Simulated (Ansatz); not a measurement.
Ansatz (a program for electronic structure) input:

Ansatz 0.2 input:
```yaml
crystal:
  periodic: [false, false, false]
  atoms:
    - {symbol: Si, position_ang: [-0.18169575, -0.08103611, 0.41392153]}
    - {symbol: C, position_ang: [1.41469350, -0.94503193, -0.23963126]}
    - {symbol: C, position_ang: [-1.15681235, 0.19728170, -1.23561069]}
    - {symbol: N, position_ang: [-1.03453663, -1.16888851, 1.32819308]}
    - {symbol: N, position_ang: [0.35421638, 1.46878165, 0.98008825]}
    - {symbol: H, position_ang: [2.09989748, -1.09629823, 0.58300525]}
    - {symbol: H, position_ang: [1.88988024, -0.33400643, -0.99657428]}
    - {symbol: H, position_ang: [1.15021724, -1.90382655, -0.66221611]}
    - {symbol: H, position_ang: [-2.05251742, 0.76849918, -1.03129274]}
    - {symbol: H, position_ang: [-1.43454750, -0.76212992, -1.64730340]}
    - {symbol: H, position_ang: [-0.54095523, 0.73243527, -1.94742160]}
    - {symbol: H, position_ang: [-1.34331811, -0.99098655, 2.27022618]}
    - {symbol: H, position_ang: [-0.03451990, 1.88475875, 1.80758830]}
    - {symbol: H, position_ang: [0.74882025, 2.16541777, 0.37137383]}
basis:
  gaussian:
    orbitals: def2-TZVP
hamiltonian:
  xc: b3lyp
  dispersion: d3bj
magnetization: {spin_polarized: true, initial_magnetization: 1}
relax: {f_tol: 0.002, max_steps: 150}
```

Q: Which total energy does the run end on?

A: -480.77502 Eh (B3LYP-D3(BJ)/def2-TZVP). The basis has 215 functions.

It need not be the lowest isomer of its formula.
